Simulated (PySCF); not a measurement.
Static response to an electric field

Species: C₇H₁₁N₂ (charge +1).
SMILES with atom numbers: `[CH3:1][NH:2][c:3]1[cH:4][cH:5][c:6]([NH3+:7])[cH:8][cH:9]1` (hydrogens: H10, H11, H12 on C1; H13 on N2; H14 on C4; H15 on C5; H16, H17, H18 on N7; H19 on C8; H20 on C9)

Cartesian coordinates in Å at the PBE0-D3(BJ)/def2-SVP level; atoms count from 1:
```xyz
20
C7H11N2 angstrom
C      3.2201    0.4987   -0.7423
N      2.3175   -0.1366    0.1810
C      0.9739   -0.1268    0.0665
C      0.3223    0.5282   -1.0073
C     -1.0597    0.5254   -1.1049
C     -1.8166   -0.1322   -0.1414
N     -3.2852   -0.1055   -0.2309
C     -1.2091   -0.7876    0.9299
C      0.1677   -0.7860    1.0301
H      3.0493    1.5870   -0.7999
H      3.1332    0.0777   -1.7585
H      4.2500    0.3397   -0.4011
H      2.7141   -0.6288    0.9693
H      0.9040    1.0400   -1.7732
H     -1.5343    1.0407   -1.9456
H     -3.7104    0.6311    0.3524
H     -3.5941    0.0610   -1.1970
H     -3.7002   -0.9994    0.0633
H     -1.8006   -1.3051    1.6907
H      0.6440   -1.3047    1.8651
```

Level: CAM-B3LYP/def2-SVPD (PySCF), static field, nuclei fixed, core orbitals frozen in the response. The polarisability tensor in these axes (au):

```
x   141.27   4.29  -1.14
y     4.29  69.53 -16.68
z    -1.14 -16.68  84.51
```

Task: Give the principal values, the mean and the anisotropy Δα = √{½[(α1 − α2)² + (α2 − α3)² + (α1 − α3)²]}.

Result: Principal values 58.63, 95.07 and 141.61 au; mean 98.44 au = 14.59 Å³ = 16.23 × 10⁻⁴⁰ C²·m²/J; Δα = 72.04 au (73 % of the mean).

Task: Directions of the eigenvectors, and the extent of the frame along each?

Result: Largest value along (1.00, 0.07, -0.04), where the nuclei span 8.04 Å; middle along (0.07, -0.54, 0.84), 4.62 Å; least along (-0.04, 0.84, 0.54), 1.85 Å. The response follows the extents in order.

Task: Give the eigenvalues of the traceless quadrupole moment Θ = ½Σq(3rr − r²1), origin at the centre of nuclear charge.

Result: -37.32, -18.45, 55.77 D·Å. The values depend on the origin, since the species is charged. The electronic extent ⟨r²⟩ about the same centre is 1420 bohr², a root-mean-square distance of 2.45 Å for the 66 electrons.

Task: Rayleigh depolarisation ratio (linearly polarised light, static tensor)?

Result: ρ = 3Δα²/(45ᾱ² + 4Δα²) = 15569.9/(436039 + 20759.8) = 0.0341.

Task: Form Σ f/ω² (atomic units) for the 6 lowest TDDFT singlets, given as eV and f, and set it beside the mean polarisability, which is this sum over all singlets: 4.46, 0.0364; 4.87, 0.0007; 5.14, 0.3289; 6.21, 0.0013; 6.36, 0.0012; 6.51, 0.0022.

Result: They add up to 10.67 au, 10.8 % of the 98.44 au; the largest single term is 9.21 au, from the state at 5.14 eV. Terms in order: 1.36, 0.02, 9.21, 0.02, 0.02, 0.04 au. Higher excitations give the rest. The strengths listed sum to 0.371.

The structure is a single PBE0-D3(BJ)/def2-SVP conformer in the gas phase; no vibrational or solvent corrections.

The run behind these numbers computed excited states as well. Hardware: one thread, Intel Xeon 6975P-C (x86_64), no GPU, shared host with 192 logical CPUs at a one-minute load of 50. Cost: 59 s wall, 1.3 GiB resident at most.
